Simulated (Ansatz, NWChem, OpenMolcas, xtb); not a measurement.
A ladder of methods for BNH3F3 (SMILES [NH3+][B-](F)(F)F)

BNH3F3 has 8 atoms, charge 0, and is taken as a singlet. As SMILES, `[NH3+][B-](F)(F)F`. The coordinates come from a PBE0-D4/def2-TZVP relaxation.

```xyz
8

N    -0.5018   -0.0524    0.6457
B     0.5315    0.0387   -0.6681
F     1.5211   -0.8604   -0.3781
F    -0.2514   -0.3121   -1.7339
F     0.9436    1.3433   -0.6794
H    -1.2803    0.5873    0.5220
H    -0.0063    0.1946    1.4967
H    -0.8643   -0.9961    0.7393
```

Each level gives the energy change with the N1–H7 bond stretched from 1.015 to 1.827 Å (eV). The values are calculated.

| level | kind | program | value (eV) | CPU time (all runs) |
| --- | --- | --- | --- | --- |
| GFN-FF | force field | xtb | 3.57 | under 2 s |
| HF/cc-pVDZ (restricted) | Hartree–Fock | OpenMolcas | 4.56 | 13 s |
| BLYP/cc-pVDZ (restricted) | GGA | OpenMolcas | 3.38 | 60 s |
| M06-L/cc-pVDZ (restricted) | meta-GGA | OpenMolcas | 3.80 | 86 s |
| BHLYP/cc-pVDZ (restricted) | global hybrid | OpenMolcas | 4.16 | 55 s |
| CAM-B3LYP/cc-pVDZ (restricted) | range-separated hybrid | NWChem | 3.91 | 2.1 min |
| PBE-QIDH/cc-pVDZ (restricted) | double hybrid | Ansatz | 4.10 | 21 s |
| RPA@PBE0/cc-pVDZ (restricted) | RPA | Ansatz | 3.77 | 29 s |
| MP2/cc-pVDZ (restricted) | perturbation theory | OpenMolcas | 3.92 | 12 s |

The first shape isn't each level's own minimum. The values span 3.38 to 4.56 eV. CPU times are rough (shared hosts, several kinds of processor): they show what a rung costs within a factor of a few.
